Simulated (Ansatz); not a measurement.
Geometry optimisation, RKS PBE0/def2-SVP in Ansatz.

input.yaml

```yaml
crystal:
  periodic: [false, false, false]
  atoms:
    - { symbol: Zr, position_ang: [0.0, 0.0, 0.0] }
    - { symbol: F, position_ang: [0.0, 0.0, 1.98] }
    - { symbol: O, position_ang: [1.952, 0.0, -0.6893] }
    - { symbol: H, position_ang: [2.2684, -0.9521, -0.806] }
    - { symbol: Cl, position_ang: [-1.1869, 2.0563, -0.8392] }
    - { symbol: Cl, position_ang: [-1.1869, -2.0563, -0.8392] }
basis:
  gaussian: { orbitals: def2-SVP }
hamiltonian:
  xc: pbe0
relax:
  f_tol: 0.02
  max_steps: 40
```

Launched with:

```bash
$ ansatz run input.yaml --threads 2 --pin off --max-ram 3072MiB --backend cpu --events-out ev --progress --plain --runs-dir out
```

Q: Where does it end, and by what steps?

A: It converged. After 7 steps the energy has fallen by 1.062 eV; H4 moved furthest, 0.60 Å.

```csv
step,energy less start (eV),largest force component (eV/Å),accepted
0,0.0000,2.559,yes
1,-0.8421,1.553,yes
2,-0.9198,0.566,yes
3,-0.9604,0.424,yes
4,-0.9864,1.453,yes
5,-1.0575,0.177,yes
6,-1.0617,0.070,yes
7,-1.0619,0.007,yes
```

```xyz
6
Properties=species:S:1:pos:R:3
Zr -0.071 -0.105 0.001
F -0.059 -0.027 1.892
O 1.698 -0.338 -0.605
H 2.593 -0.460 -0.924
Cl -0.933 1.906 -0.859
Cl -1.381 -1.927 -0.698
```

The run took 39 s on 2 threads of Arm Neoverse V1, on a shared host, peak memory 0.22 GiB.
